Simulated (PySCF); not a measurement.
Structure problem from calculated spectra and properties.

Formula: C4H12NPSi.

- NMR, other nuclei: isotropic shieldings of nuclei other than C and H, by class: 242 (1 N), 380 (1 Si), 619 (1 P) ppm [GIAO PBE0/pcSseg-1]
- Triplet: lowest triplet excitation (Tamm–Dancoff): 4.48 eV [TDA CAM-B3LYP/def2-SVPD]
- Polarisability: 108.3 au [CAM-B3LYP/def2-SVPD]
- Rotational structure: rotational constants A, B, C: 1.900, 1.425, 0.926 GHz [GFN2-xTB]
- UV, strongest line: among the 8 lowest singlet transitions: S5 at 6.72 eV (185 nm, f = 0.032) [TDDFT CAM-B3LYP/def2-SVPD]
- 13C NMR: chemical shifts (computed TMS as zero) by class: 142.6 (1 C), 122.6 (1 C), 59.9 (1 C), 40.0 (1 C) ppm [GIAO PBE0/pcSseg-1]

The electronic properties come from PySCF, for the isolated species, density fitting. Levels stand in brackets. Isolated species at its GFN2-xTB geometry (one conformer only). NMR values are class means; diastereotopic atoms form classes of their own.

Question: Propose a structure and show how it fits.

Answer: Numbering: `[CH2:1]=[CH:2][CH2:3][N:4]([CH3:5])[SiH2:6][PH2:7]`. 4 carbons fall into 4 classes; from least to most shielded: alkene CH carbon [C2] (142.6 ppm), terminal =CH2 carbon [C1] (122.6 ppm), sp3 carbon bound to nitrogen [C3] (59.9 ppm), N-methyl carbon [C5] (40.0 ppm). The other shieldings belong to: 242 ppm, silicon-bound nitrogen [N4]; 380 ppm, SiH2 silicon [Si6]; 619 ppm, three-coordinate phosphorus [P7]. The optimised geometry has point group C1 and is an asymmetric top. Structure: `C=CCN(C)[SiH2]P`. Computed isomers that give other values at the same levels: `CN([SiH2]P)C1CC1` (13C chemical shifts (computed TMS as zero) by class: 35.9 (1 C), 32.4 (1 C), 1.8 (2 C) ppm). The assignments are read from this structure; whether some other isomer fits the data as well wasn't checked.

Conformer computed: `[CH2:1]=[CH:2][CH2:3][N:4]([CH3:5])[SiH2:6][PH2:7]`: C1–C2–C3–N4 -121°, C2–C3–N4–C5 -80°, C3–N4–Si6–P7 31°, H–P7–Si6–N4 -96°, H–P7–Si6–N4 171°.
